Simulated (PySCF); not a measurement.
## How methods differ on the ionisation energy of Eu⁵⁰⁺

Eu⁵⁰⁺ [Ne] 3s2 3p1 (2P) → Eu⁵¹⁺ [Ne] 3s2 (1S), as a difference of total energies. Computed with PySCF 2.14 in an even-tempered Gaussian basis (17 s from 11 bohr⁻², ratio 2.5; 12 p from 14 bohr⁻², ratio 2.5; 4 d from 56 bohr⁻², ratio 2.7; 4 f from 84 bohr⁻², ratio 2.7), with the spin-free X2C one-electron Hamiltonian (Gaussian nucleus). Correlated levels: outer shells: 1s2 frozen; virtual orbitals above 40 to 60 times the deepest correlated orbital energy dropped. The calculations carry no spin-orbit coupling.

| method | ionisation energy (eV) |
| --- | --- |
| UHF | 4398.2 |
| LDA | 4399.9 |
| PBE | 4401.3 |
| PBE0 | 4400.8 |
| r2SCAN | 4400.6 |
| B3LYP | 4401.8 |
| revPBE | 4401.2 |
| MP2 (outer shells) | 4398.8 |
| SCS-MP2 (outer shells) | 4398.7 |

A first-order spin-orbit estimate (lowest level to lowest level, LS coupling) adds 106.9 eV.

Breit and QED terms and the two-electron picture change are absent.

First order in ζ underestimates the shift of j = l − 1/2 levels at high Z.

For comparison: 4513 ± 4 eV (theoretical estimate listed by NIST; NIST Atomic Spectra Database, ionization energies).
